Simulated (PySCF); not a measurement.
Polarisability and C₆ of Ru+ (ruthenium, charge +1)

[Kr] 4d6 5s1, high-spin 6D determinant (an excited configuration). All numbers are calculated (PySCF 2.14, the spin-free X2C one-electron Hamiltonian (Gaussian nucleus), in aug-cc-pVTZ-DK). Coupled (time-dependent) response in atomic units; α is the mean over directions.

```csv
method,mean α (bohr³),"α xx, yy, zz",C₆ (like pair),S(−4)
UHF,42.61,"41.37, 41.37, 45.07",305.3,1355
PBE,30.68,"30.51, 30.51, 31.02",218.7,546.8
```

S(−4) is the Cauchy moment in α(ω) = α(0) + S(−4) ω² + …

Spin-orbit coupling is absent.

α(iu) at PBE:

```tsv
u (hartree)	α(iu) (bohr³)
0	30.68
0.0500	29.39
0.100	26.27
0.200	19.39
0.300	14.54
0.500	9.363
0.750	6.354
1.00	4.713
1.50	2.953
2.00	2.034
3.00	1.127
5.00	0.4864
```

For an ion, C₆ is the dispersion term alone; charge-induced terms of lower order in 1/R come first.

The components differ because the open shell of this determinant is not spherical; for a pure term their mean is the scalar polarisability.
